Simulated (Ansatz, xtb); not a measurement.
## Ranking isomers of C5H9OP

5 gas-phase structures of C5H9OP, from a drawn sample of its isomers (lower ones may exist). Each was relaxed with GFN2-xTB; where two conformers were screened, the lower at r2SCAN-D4/def2-SVP is listed:

A. `C=C[P@H](=O)C1CC1`, a singlet
B. `C=C[C@H]1C[P@@H](=O)C1`, a singlet
C. `CC1=CC[P@H](=O)C1`, a singlet
D. `C[P@]1(=O)C=CCC1`, a singlet
E. `C=CP1(=O)CCC1`, a singlet

Q: Estimate their order in r2SCAN-D4/def2-SVP energy at these geometries, lowest first.

A: Calculated order at r2SCAN-D4/def2-SVP: D (0.000), C (0.212), E (0.891), B (1.220), A (1.463) eV.

Energies above the lowest of each column, in eV; the last columns are at PBE0-D3(BJ)/def2-SVP geometries and were run for some of them only (a dash: not run or not comparable):

```
structure  GFN2-xTB  HF/STO-3G  r2SCAN-D4/def2-SVP  PBE0-D3(BJ)/def2-SVP  CCSD(T)/def2-SVP + ΔMP2/def2-TZVPP
        D     0.200      0.000               0.000                 0.000                               0.000
        C     0.000      0.245               0.212                 0.181                               0.250
        E     1.055      1.042               0.891                 0.852                               0.838
        B     1.014      1.443               1.220                     –                                   –
        A     1.300      2.447               1.463                     –                                   –
```

CCSD(T)/def2-SVP + ΔMP2/def2-TZVPP puts D lowest of those it was run on; GFN2-xTB picks C. Flexible structures stand in one conformer each, not always the lowest. Frequencies (GFN2-xTB) were run for C, D, E alone. The ΔMP2 step shifts differences by up to 0.137 eV, which makes them less sure. ΔMP2 is the change of the MP2 energy from the smaller to the larger basis.

Over these structures GFN2-xTB departs from r2SCAN-D4/def2-SVP by 0.180 eV on average once a common shift is removed. A GFN2-xTB relaxation took about 0.12 s and the r2SCAN-D4/def2-SVP energy about 2.2 s on a shared host (Ansatz 0.2.0, xtb 6.7.1).
